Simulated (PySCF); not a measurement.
Computed shifts of a molecule C3H5NO2, KT2/pcSseg-1 in PySCF, GIAO, gas phase, equivalent atoms averaged, in ppm (number of nuclei): ¹³C: 146.6 (1), 94.6 (1), 83.3 (1). ¹⁵N: 263.5 (1). ¹H: 7.18 (1), 5.71 (1), 5.46 (1), 5.39 (2). References: ¹³C against TMS (σ = 185.1 ppm); ¹⁵N against NH3 (σ = 266.2 ppm); ¹⁷O against H2O (σ = 330.4 ppm); ¹H against TMS (σ = 31.47 ppm), references at their B3LYP-D3(BJ)/def2-TZVP geometries, non-relativistic. Geometry optimised at ωB97X-D3(BJ)/def2-SVP. The values are those of a single conformer.

Task: Which molecule gave these data?
A) COC1=NCO1
B) C1=NCOCO1
C) OC[C@H]1N=CO1
D) CN=C1OCO1

Result: B, C1=NCOCO1
